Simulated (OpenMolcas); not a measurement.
**CuOH: a line through the functionals**

CuOH: 3 atoms, total charge 0, spin state singlet. As SMILES, `[Cu]O`. Geometry: relaxed at PBE0-D4/def2-TZVP.

The dipole moment y, in D, basis cc-pVTZ; a is the functional's share of exact exchange. Programs: OpenMolcas 26.06.

| functional | program | a | y (D) |
| --- | --- | --- | --- |
| TPSS | OpenMolcas | 0 | 3.22 |
| r2SCAN | OpenMolcas | 0 | 3.38 |
| B3LYP | OpenMolcas | 0.2 | ? |
| PBE0 | OpenMolcas | 0.25 | 3.84 |
| BHLYP | OpenMolcas | 0.5 | 4.42 |

Q: Fit y = c + s·a to the known rows and predict B3LYP.

A: 
1. Means of the 4 rows: a = 0.1875, y = 3.715.
2. Σ(Δa)² = 0.17188, Σ(Δa·Δy) = 0.38375, so the slope is 0.38375/0.17188 = 2.2327.
3. Intercept: 3.715 − (2.2327) × 0.1875 = 3.296. The largest residual of the fit is 0.084.
4. B3LYP: 3.296 + (2.2327) × 0.2 = 3.74 D.

The run gave 3.60 D, so the prediction is off by +0.14 D, more than the largest residual. More exact exchange makes the molecule more polar here. The rows mix families of semi-local functionals, which the line can't see.
